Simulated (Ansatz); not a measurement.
Abridged output of a molecular run in Ansatz:

```
Functional definition: HF
1697 factors; integrals over basis functions are off by at most 1.2e-3 eV
mean field evaluation 1: about -58038.5824 eV, gradient 5.2e1 eV
mean field evaluation 2: about -58038.7571 eV, gradient 5.2e1 eV
mean field evaluation 4: about -58044.2153 eV, gradient 5.0e0 eV
mean field evaluation 8: about -58044.2897 eV, gradient 3.9e-1 eV
mean field evaluation 16: about -58044.2907 eV, gradient 1.1e-6 eV
mean field -58044.29067797 eV, -2133.0883385821 hartree, gradient 1.1e-6 eV, S^2 0.000000; 0 other end points of the search recorded, 0 dependent functions left out
13 core orbitals not correlated: weight in the atoms' cores, before any rotation towards them, 1.000 or more for the frozen orbitals, at most 0.000 for the correlated occupied ones
reference -58044.29067797 eV, -2133.0883385821 hartree; 20, 20 occupied and 251, 251 virtual orbitals, 1697 factors
second order -28.30765974 eV of doubles, -0.00000000 eV of singles
cycle   1  -28.18844106 eV  change    1.2e-1 eV  update   1.2e-1
cycle   2  -28.93641730 eV  change   -7.5e-1 eV  update   3.6e-2
cycle   3  -29.09452402 eV  change   -1.6e-1 eV  update   1.9e-2
cycle   4  -29.08191599 eV  change    1.3e-2 eV  update   5.0e-3
cycle   5  -29.07973430 eV  change    2.2e-3 eV  update   2.6e-3
cycle   6  -29.08077625 eV  change   -1.0e-3 eV  update   8.5e-4
cycle   7  -29.08037391 eV  change    4.0e-4 eV  update   3.3e-4
cycle   8  -29.08028719 eV  change    8.7e-5 eV  update   9.0e-5
cycle   9  -29.08030811 eV  change   -2.1e-5 eV  update   3.4e-5
perturbative correction -1.13255426 eV, -0.0416206015 hartree
Total energy: -58074.50354035 eV, -2134.1986407955 hartree
```

Its atoms:

Z-matrix (Å, degrees):
```
C
O 1 1.399
H 1 1.095 2 109.0
H 1 1.099 2 112.6 3 -119.1
H 1 1.099 2 112.6 3 119.1
Ga 2 1.793 1 122.3 3 -179.4
N 6 1.816 2 114.5 1 0.4
C 6 1.946 2 118.3 1 -179.6
H 7 1.005 6 123.8 2 -0.6
H 7 1.005 6 124.2 2 -179.9
H 8 1.090 6 111.6 2 -167.1
H 8 1.091 6 109.9 2 -46.0
H 8 1.092 6 109.9 2 72.4
```

Task: Which basis set was used?
A. def2-TZVPP
B. cc-pV(D+d)Z
C. def2-SVPD
D. def2-SVP

Result: A. It gives 284 functions.

Task: Write the keys of the input that set method, charge and spin (a neutral closed shell needs none for the last two).

Result: 
```yaml
correlation: {method: ccsd_t}
```
